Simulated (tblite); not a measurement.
Record of a relaxation.

Compound: C3H10F3P3Si.
Numbering: `[CH3:1][P:2]([CH3:3])[P:4]([PH:5][SiH3:6])[C:7]([F:8])([F:9])[F:10]` (hydrogens: H11, H12, H13 on C1; H14, H15, H16 on C3; H17 on P5; H18, H19, H20 on Si6)

Computed with GFN2-xTB (tblite), gas phase: L-BFGS steps from a force-field or distance-geometry start until the largest atomic force falls under 0.01 eV/Å. 8 of its 127 geometries are shown.

Step 0: E = -952.7609 eV, largest atomic force 3.939 eV/Å
```
atom  x, y, z in Å  |  force x, y, z in eV/Å
C1      1.953    2.002   -0.141   -0.205   0.627  -0.417
P2      1.431    0.545    0.836   -0.778  -0.632  -0.141
C3      2.833   -0.591    0.437    0.200   0.014  -0.045
P4     -0.056   -0.281   -0.706    0.652   3.710  -1.152
P5     -1.786    1.138   -0.208    1.162  -0.165   0.244
Si6    -3.524    0.180   -1.206   -0.498  -0.638  -0.133
C7     -0.579   -1.779    0.095    0.374   0.862   0.153
F8     -1.073   -1.470    1.300   -0.386  -1.428   0.555
F9     -1.493   -2.317   -0.711   -0.414  -1.116   0.553
F10     0.496   -2.563    0.183   -0.421  -1.041   0.578
H11     2.207    1.746   -1.172    0.001  -0.056   0.080
H12     1.146    2.753   -0.165    0.189  -0.334   0.053
H13     2.816    2.473    0.331    0.005  -0.121   0.065
H14     3.751   -0.217    0.887   -0.064   0.104   0.113
H15     2.642   -1.581    0.835   -0.040  -0.091   0.098
H16     2.994   -0.669   -0.631   -0.040  -0.001  -0.254
H17    -2.047    0.719    1.112    0.053   0.010  -0.408
H18    -3.753   -1.153   -0.590   -0.105   0.324  -0.223
H19    -3.248    0.048   -2.650    0.010   0.045   0.265
H20    -4.714    1.028   -0.984    0.307  -0.075   0.016
```

Step 18: E = -953.4060 eV, largest atomic force 0.112 eV/Å
```
atom  x, y, z in Å  |  force x, y, z in eV/Å
C1      1.920    2.012   -0.145   -0.017  -0.040   0.024
P2      1.335    0.516    0.777   -0.060  -0.029  -0.023
C3      2.777   -0.585    0.400   -0.008   0.020  -0.002
P4     -0.076   -0.154   -0.787   -0.073   0.029   0.065
P5     -1.710    1.183   -0.227    0.074  -0.026  -0.013
Si6    -3.471    0.147   -1.197    0.024   0.038   0.002
C7     -0.569   -1.738    0.104   -0.011  -0.025   0.006
F8     -1.093   -1.609    1.334    0.042   0.080   0.012
F9     -1.494   -2.404   -0.612    0.091  -0.051  -0.013
F10     0.480   -2.561    0.235   -0.085  -0.069  -0.022
H11     2.215    1.755   -1.162    0.000   0.020  -0.011
H12     1.128    2.759   -0.171   -0.013   0.005  -0.003
H13     2.776    2.422    0.388   -0.017   0.025   0.008
H14     3.647   -0.142    0.884    0.033  -0.008  -0.011
H15     2.619   -1.576    0.819    0.006   0.017  -0.004
H16     2.955   -0.665   -0.671   -0.002   0.002  -0.002
H17    -1.917    0.689    1.055    0.020   0.004  -0.022
H18    -3.794   -1.157   -0.623   -0.007  -0.005   0.011
H19    -3.173    0.030   -2.625   -0.002   0.015   0.029
H20    -4.559    1.089   -0.924    0.005  -0.001  -0.032
```

Step 36: E = -953.4188 eV, largest atomic force 0.058 eV/Å
```
atom  x, y, z in Å  |  force x, y, z in eV/Å
C1      1.862    2.012   -0.128   -0.008  -0.011  -0.003
P2      1.314    0.482    0.760    0.006  -0.015   0.012
C3      2.781   -0.581    0.375    0.012  -0.010   0.012
P4     -0.067   -0.216   -0.810   -0.021   0.000   0.054
P5     -1.649    1.179   -0.258    0.017   0.002   0.003
Si6    -3.445    0.183   -1.197    0.022   0.007   0.006
C7     -0.567   -1.780    0.121    0.001   0.009  -0.024
F8     -1.076   -1.600    1.352    0.006   0.014  -0.030
F9     -1.501   -2.454   -0.574   -0.021  -0.003   0.019
F10     0.463   -2.623    0.266    0.004   0.022   0.007
H11     2.194    1.785   -1.140    0.002   0.001  -0.004
H12     1.042    2.727   -0.165   -0.006  -0.005   0.006
H13     2.687    2.450    0.434   -0.021   0.003   0.003
H14     3.650   -0.126    0.849    0.022   0.019  -0.029
H15     2.643   -1.571    0.802   -0.006  -0.024  -0.019
H16     2.944   -0.664   -0.699    0.021   0.009   0.016
H17    -1.839    0.716    1.037   -0.021   0.005  -0.007
H18    -3.782   -1.102   -0.587   -0.010  -0.012  -0.017
H19    -3.131    0.053   -2.619   -0.014  -0.031  -0.011
H20    -4.527    1.140   -0.968    0.016   0.020   0.006
```

Step 54: E = -953.4249 eV, largest atomic force 0.049 eV/Å
```
atom  x, y, z in Å  |  force x, y, z in eV/Å
C1      1.818    1.998   -0.101    0.007   0.002   0.003
P2      1.334    0.437    0.768   -0.018  -0.021  -0.008
C3      2.818   -0.587    0.342    0.003   0.011  -0.009
P4     -0.058   -0.242   -0.802    0.024  -0.016   0.039
P5     -1.622    1.179   -0.279   -0.008   0.011   0.001
Si6    -3.426    0.199   -1.214    0.006   0.000   0.003
C7     -0.577   -1.786    0.146   -0.011   0.007  -0.007
F8     -1.080   -1.578    1.374    0.000  -0.001  -0.006
F9     -1.521   -2.461   -0.534   -0.011  -0.016   0.010
F10     0.448   -2.635    0.302   -0.004   0.017   0.009
H11     2.177    1.794   -1.109    0.005   0.012  -0.004
H12     0.957    2.663   -0.147    0.007   0.007  -0.005
H13     2.604    2.483    0.474    0.015  -0.001   0.013
H14     3.683   -0.115    0.807    0.010  -0.014   0.004
H15     2.707   -1.589    0.752    0.003   0.014  -0.012
H16     2.973   -0.648   -0.734   -0.008   0.008  -0.008
H17    -1.845    0.743    1.020    0.010  -0.011  -0.004
H18    -3.801   -1.066   -0.584   -0.013   0.000   0.000
H19    -3.125    0.017   -2.633    0.004  -0.005  -0.009
H20    -4.466    1.206   -0.998   -0.021  -0.003  -0.009
```

Step 72: E = -953.4296 eV, largest atomic force 0.037 eV/Å
```
atom  x, y, z in Å  |  force x, y, z in eV/Å
C1      1.819    1.997   -0.055   -0.010   0.001  -0.003
P2      1.356    0.403    0.766    0.004  -0.027  -0.008
C3      2.847   -0.580    0.269    0.012  -0.007  -0.005
P4     -0.065   -0.272   -0.784    0.009  -0.017   0.032
P5     -1.621    1.169   -0.289   -0.036  -0.004  -0.008
Si6    -3.428    0.199   -1.243    0.019  -0.014   0.012
C7     -0.602   -1.787    0.204    0.011   0.020  -0.007
F8     -1.123   -1.544    1.418    0.003   0.005  -0.014
F9     -1.538   -2.480   -0.469    0.003   0.005   0.007
F10     0.420   -2.629    0.401    0.004   0.010  -0.001
H11     2.204    1.827   -1.059   -0.008   0.012   0.001
H12     0.947    2.648   -0.102   -0.002   0.007   0.003
H13     2.583    2.481    0.551   -0.003  -0.012  -0.007
H14     3.711   -0.126    0.752    0.004  -0.007   0.013
H15     2.755   -1.606    0.619   -0.017   0.001  -0.005
H16     2.994   -0.574   -0.810   -0.026   0.004  -0.005
H17    -1.857    0.738    1.011   -0.007   0.008  -0.013
H18    -3.852   -1.040   -0.589    0.013   0.023   0.002
H19    -3.100   -0.043   -2.648    0.010   0.010   0.010
H20    -4.456    1.231   -1.092    0.017  -0.016  -0.004
```

Step 90: E = -953.4345 eV, largest atomic force 0.030 eV/Å
```
atom  x, y, z in Å  |  force x, y, z in eV/Å
C1      1.806    2.000    0.014   -0.006   0.002  -0.004
P2      1.385    0.363    0.773   -0.008   0.022  -0.019
C3      2.848   -0.596    0.162   -0.001   0.010   0.007
P4     -0.076   -0.280   -0.751    0.010  -0.007   0.017
P5     -1.623    1.186   -0.305   -0.008  -0.003   0.005
Si6    -3.390    0.177   -1.285    0.012  -0.007   0.018
C7     -0.618   -1.762    0.281   -0.004   0.011  -0.005
F8     -1.167   -1.476    1.473    0.002  -0.002   0.002
F9     -1.532   -2.496   -0.379   -0.010   0.007  -0.014
F10     0.410   -2.583    0.532   -0.005   0.002   0.008
H11     2.160    1.884   -1.010   -0.014   0.004   0.006
H12     0.929    2.645    0.026    0.005  -0.013   0.012
H13     2.587    2.463    0.617   -0.007  -0.022  -0.009
H14     3.731   -0.218    0.675    0.011   0.000   0.004
H15     2.728   -1.649    0.407    0.008  -0.009   0.003
H16     2.975   -0.482   -0.914    0.004   0.000  -0.009
H17    -1.903    0.779    0.992    0.022   0.011   0.007
H18    -3.834   -1.020   -0.571    0.000  -0.008  -0.009
H19    -2.998   -0.136   -2.658   -0.005  -0.003  -0.009
H20    -4.424    1.210   -1.226   -0.006   0.006  -0.011
```

Step 108: E = -953.4366 eV, largest atomic force 0.026 eV/Å
```
atom  x, y, z in Å  |  force x, y, z in eV/Å
C1      1.794    1.998    0.038   -0.004   0.002  -0.002
P2      1.397    0.347    0.775   -0.003   0.000  -0.004
C3      2.855   -0.597    0.129   -0.002   0.001   0.001
P4     -0.075   -0.283   -0.742    0.006  -0.024   0.009
P5     -1.615    1.194   -0.316    0.005   0.013   0.002
Si6    -3.370    0.158   -1.291   -0.006   0.001   0.005
C7     -0.638   -1.752    0.300    0.011   0.013   0.000
F8     -1.202   -1.448    1.481   -0.005  -0.006  -0.006
F9     -1.545   -2.491   -0.363    0.007   0.007  -0.003
F10     0.385   -2.570    0.577    0.000  -0.005   0.003
H11     2.088    1.908   -1.007   -0.013   0.005   0.003
H12     0.923    2.647    0.119    0.008   0.002  -0.004
H13     2.612    2.438    0.608   -0.001  -0.016   0.000
H14     3.742   -0.242    0.652   -0.005  -0.003  -0.002
H15     2.729   -1.657    0.341    0.010  -0.003   0.006
H16     2.981   -0.452   -0.943    0.000   0.010   0.001
H17    -1.877    0.824    0.997   -0.007  -0.005  -0.015
H18    -3.829   -1.030   -0.570    0.009   0.011  -0.003
H19    -2.954   -0.173   -2.654    0.001  -0.013   0.000
H20    -4.406    1.191   -1.280   -0.010   0.009   0.008
```

Step 126: E = -953.4384 eV, largest atomic force 0.010 eV/Å
```
atom  x, y, z in Å  |  force x, y, z in eV/Å
C1      1.781    1.990    0.058    0.001   0.006   0.002
P2      1.400    0.328    0.779    0.001  -0.002  -0.001
C3      2.865   -0.589    0.112    0.003  -0.002   0.003
P4     -0.068   -0.300   -0.740    0.002  -0.007  -0.002
P5     -1.594    1.201   -0.347   -0.003   0.001  -0.002
Si6    -3.357    0.156   -1.299   -0.003  -0.004   0.008
C7     -0.654   -1.753    0.310    0.002   0.006  -0.003
F8     -1.252   -1.434    1.470    0.001  -0.003   0.000
F9     -1.540   -2.504   -0.367    0.007  -0.005  -0.005
F10     0.364   -2.564    0.626    0.003   0.005   0.003
H11     1.990    1.925   -1.009   -0.004   0.002   0.001
H12     0.938    2.659    0.224   -0.003   0.005  -0.004
H13     2.652    2.390    0.575    0.003   0.000   0.004
H14     3.749   -0.239    0.644    0.001  -0.002   0.003
H15     2.749   -1.654    0.298   -0.003  -0.005  -0.002
H16     2.990   -0.413   -0.955    0.001  -0.004  -0.001
H17    -1.868    0.851    0.969    0.002   0.007  -0.004
H18    -3.810   -1.009   -0.539   -0.008  -0.004   0.000
H19    -2.950   -0.220   -2.652    0.000  -0.002  -0.001
H20    -4.391    1.190   -1.306   -0.003   0.009   0.000
```

**Question.** Summarise the path.

**Answer.** The energy falls by 15.62 kcal/mol from step 0 to step 126; nine tenths of that is first reached at step 8. It falls at every step. The largest force goes from 3.939 to 0.010 eV/Å. Among the bonds P4–P5 changes most, from 2.292 to 2.176 Å; the atoms move by 0.335 Å rms after alignment.

**Question.** Follow the three bonds and two angles with the largest change from start to end.

**Answer.** 
```
step  E above end (kcal/mol)  largest force (eV/Å)  P4–P5 (Å)  P4–C7 (Å)  P2–P4 (Å)  P2–P4–C7 (°)  P4–C7–F8 (°)
   0                   15.62                 3.939      2.292      1.777      2.296         101.0         108.7
   5                    2.09                 0.234      2.190      1.882      2.220          96.5         114.6
  11                    1.17                 0.216      2.180      1.893      2.210          95.7         115.7
  16                    0.83                 0.130      2.183      1.876      2.210          95.3         117.7
  22                    0.63                 0.088      2.174      1.885      2.206          94.7         115.6
  27                    0.58                 0.103      2.184      1.888      2.206          94.6         115.6
  33                    0.49                 0.101      2.176      1.881      2.206          94.7         115.9
  38                    0.43                 0.074      2.180      1.890      2.201          94.4         116.0
  44                    0.36                 0.083      2.177      1.885      2.209          94.4         116.0
  49                    0.33                 0.059      2.179      1.884      2.201          94.2         115.9
  55                    0.31                 0.031      2.178      1.885      2.203          93.9         115.8
  60                    0.27                 0.054      2.180      1.881      2.203          93.9         115.7
  66                    0.24                 0.028      2.179      1.883      2.206          93.6         116.0
  71                    0.21                 0.040      2.179      1.885      2.208          93.5         116.0
  77                    0.18                 0.047      2.180      1.883      2.206          93.4         116.0
  82                    0.15                 0.029      2.178      1.886      2.205          93.2         116.1
  88                    0.10                 0.032      2.178      1.884      2.207          92.5         115.8
  93                    0.08                 0.027      2.178      1.885      2.205          92.4         115.8
  99                    0.06                 0.024      2.176      1.885      2.204          92.2         115.9
 104                    0.05                 0.038      2.178      1.883      2.204          92.2         115.9
 110                    0.03                 0.030      2.176      1.886      2.205          92.5         115.8
 115                    0.02                 0.020      2.177      1.885      2.204          92.6         115.9
 121                    0.01                 0.023      2.178      1.885      2.205          92.5         116.0
 126                    0.00                 0.010      2.176      1.886      2.204          92.5         115.9
```

What follows is the cost of the whole relaxation. Hardware: Arm Neoverse V1, one thread, on a shared host. Cost: 1.5 s.
